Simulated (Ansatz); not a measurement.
`F/C=C/[SiH3]` + H₂ → `C=C[SiH3]` + H–F at 298.15 K and 1 bar (hydrogenolysis of a C–F bond).

Isolated molecules relaxed with PBE0-D4/def2-TZVP in Ansatz; ΔE leaves out vibrations. CCSD(T)/CBS adds triple-zeta CCSD(T) − MP2 to the extrapolated MP2 energy (def2 sets, frozen cores). This one scheme is used for every species.

```tsv
species	CCSD(T)/CBS energy (Eh)	H − E (kJ/mol)	S (J/(mol·K))
`F/C=C/[SiH3]`	-467.94748	173.7	306.8
H₂	-1.17544	35.1	130.4
`C=C[SiH3]`	-368.76077	190.7	286.4
H–F	-100.39570	33.5	173.6
```

H − E and S are ideal-gas, rigid-rotor, harmonic terms from PBE0-D4/def2-TZVP. The MP2-based limit puts H₂ 0.8 mEh under its directly extrapolated value; such offsets cancel only in part. 1 Eh = 2625.50 kJ/mol, R = 8.31446 J/(mol·K).

By hand: ΔE, ΔH, ΔS and ΔG.

ΔE = (-368.76077) + (-100.39570) − (-467.94748) − (-1.17544) = -0.03355 Eh = -88.1 kJ/mol. Δ(H − E) = 190.7 + 33.5 − 173.7 − 35.1 = 15.4, so ΔH = -72.7 kJ/mol. ΔS = 286.4 + 173.6 − 306.8 − 130.4 = 22.8 J/(mol·K). ΔG = -72.7 − 298.15 × (22.8)/1000 = -79.5 kJ/mol.

By hand: the equilibrium constant, and the temperature at which ΔG would vanish if ΔH and ΔS stayed fixed.

log₁₀ K = −ΔG/(RT ln 10) = 13.9. ΔH and −TΔS have one sign here, so there is no such temperature.

ΔH outweighs TΔS. A doubt of 5 kJ/mol in ΔE shifts log₁₀ K by 0.9 here. These are equilibria of isolated gas molecules and say nothing of rates. Largest T1 diagnostic: 0.012 (customary marks: 0.02 for closed shells, 0.045 for open ones).
